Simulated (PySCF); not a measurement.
# Peak assignment

Structure with atom numbers: `[CH2:1]=[CH:2]/[CH:3]=[CH:4]/[CH2:5][c:6]1[cH:7][cH:8][cH:9][cH:10][cH:11]1` (H(Xn): hydrogen on atom n). Ha(C1) is cis to C3; Hb(C1) is trans to C3.

Theoretical values (PySCF 2.14.0 with density-fitted response routines): coordinates at the GFN2-xTB level, shieldings: GIAO PBE0/pcSseg-1. Relativity neglected, a single conformation, one averaged value for each set of equivalent atoms, isolated molecule.

Scale: ¹³C, ¹H vs TMS (reference shieldings calculated alike).

**Question.** Assign these signals to the numbered atoms. ¹³C{¹H} NMR (computed): δ 146.4 (C), 145.7 (CH), 145.7 (CH), 136.9 (CH), 134.4 (CH), 134.4 (CH), 131.6 (CH), 122.8 (CH2), 46.5 (CH2).

**Answer.** 
146.4 → C6, substituted aromatic carbon
145.7 → C2, alkene CH: as expected for a trigonal carbon in a double bond
145.7 → C4, alkene CH
136.9 → C3, alkene CH
134.4 → C8/C10, aromatic CH: the aromatic region
134.4 → C7/C11, aromatic CH
131.6 → C9, aromatic CH
122.8 → C1, terminal =CH2 carbon: an sp2 carbon of a C=C bond
46.5 → C5, sp3 CH2 on an aromatic ring: saturated and bonded to C and H only

C6 and C2; C2 and C4; C8/C10 and C7/C11 lie closer than the usual error of such a calculation, so a measured spectrum could show them in the other order.

**Question.** Assign these signals to the numbered atoms. ¹H NMR (400 MHz, computed): δ 7.62 (m, 2H), 7.49 (m, 2H), 7.49 (m, 1H), 6.48 (m, 1H), 6.37 (m, 1H), 5.87 (m, 1H), 5.46 (m, 1H), 5.31 (m, 1H), 3.43 (d, 2H).

**Answer.** 
| δ (ppm) | atoms | environment | reason |
| --- | --- | --- | --- |
| 7.62 | H(C8)/H(C10) | hydrogen on an aromatic CH | it sits in the deshielding region of the aromatic ring current |
| 7.49 | H(C7)/H(C11) | hydrogen on an aromatic CH | – |
| 7.49 | H(C9) | hydrogen on an aromatic CH | – |
| 6.48 | H(C2) | hydrogen on an alkene CH | a vinylic proton, deshielded by the sp2 carbon and the C=C anisotropy |
| 6.37 | H(C3) | hydrogen on an alkene CH | – |
| 5.87 | H(C4) | hydrogen on an alkene CH | – |
| 5.46 | Ha(C1) | hydrogen on a terminal =CH2 carbon | olefinic region |
| 5.31 | Hb(C1) | hydrogen on a terminal =CH2 carbon | – |
| 3.43 | H(C5) | hydrogen on an sp3 CH2 on an aromatic ring | – |

H(C7)/H(C11) and H(C9); H(C2) and H(C3) lie closer than the usual error of such a calculation, so a measured spectrum could show them in the other order.

Shifts are as computed. Against solution values, carbons near 30 ppm lie about +3 ppm off and those near 130 ppm about +5 ppm. Of 1211 compounds with measured shifts, 218 miss one by over three times the rms of a fit or turn the order of signals round; such compounds aren't used in these exercises. Multiplicities follow the n + 1 count of equivalent neighbours, as no J values were calculated; m marks all less simple cases, F and P coupling included.
